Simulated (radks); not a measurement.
Initial-state core-level shifts of the erbium ion Er2+ when its valence configuration changes from [Xe] 4f12. Calculated with a radial shooting solver on a logarithmic mesh with Libxc functionals: Dirac Kohn-Sham, PBE, spin-unpolarised, spherical densities, point nucleus; open shells fill j = l - 1/2 first. Shifts are changes of the shell-averaged eigenvalues in eV (positive: less bound).

\begin{tabular}{lrrrr}
valence & 2s & 2p & 4d & 5p \\ \hline
4f10 6p2 & -23.348 & -23.165 & -23.441 & -13.845 \\
4f11.5 5d0.5 & -3.347 & -3.311 & -3.453 & -1.581 \\
4f9.5 6s0.5 6p2 & -29.594 & -29.352 & -29.555 & -16.928 \\
4f9.5 6p2.5 & -30.271 & -30.027 & -30.228 & -17.559 \\
4f10 6s2 & -21.227 & -21.047 & -21.319 & -11.839 \\
4f11 5d1 & -6.983 & -6.906 & -7.164 & -3.185 \\
4f11 6s1 & -9.745 & -9.667 & -9.898 & -5.728 \\
4f9.5 5d2.5 & -19.337 & -19.105 & -19.491 & -7.973 \\
4f10 5d0.5 6p1.5 & -21.191 & -21.010 & -21.326 & -11.967 \\
\end{tabular}
